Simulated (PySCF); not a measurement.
Electron correlation in S(2+) (sulfur, charge +2)

[Ne] 3s2 3p2, high-spin 3P determinant. Calculation: PySCF 2.14, in jorge-DZP-DKH (7s4p1d, 24 functions); scalar relativity by spin-free X2C-1e. Frozen: [Ne]; 4 electrons correlated.

MP2 pair energies summed by pair of shells (mhartree):

```csv
pair,energy,share (%)
3s-3p,-32.58,60.7
3s-3s,-15.27,28.4
3p-3p,-5.82,10.8
```

Total MP2 correlation energy: -53.66 mhartree.

Same-spin part -8.80 and opposite-spin part -44.86 mhartree; SCS-MP2 scales them by 1/3 and 6/5 to -56.77 mhartree.

```json
{"level": "CCSD", "correlation energy (mhartree)": "-74.89"}
{"level": "(T)", "correlation energy (mhartree)": "-0.88"}
{"level": "CCSD(T)", "correlation energy (mhartree)": "-75.77"}
```

Diagnostics: T1 = 0.0068, D1 = 0.0187, largest double amplitude 0.106.

Is a single reference adequate?

Mostly. T1 lies below 0.03, but a double amplitude of this size points to a near-degeneracy that CCSD handles and MP2 describes poorly.
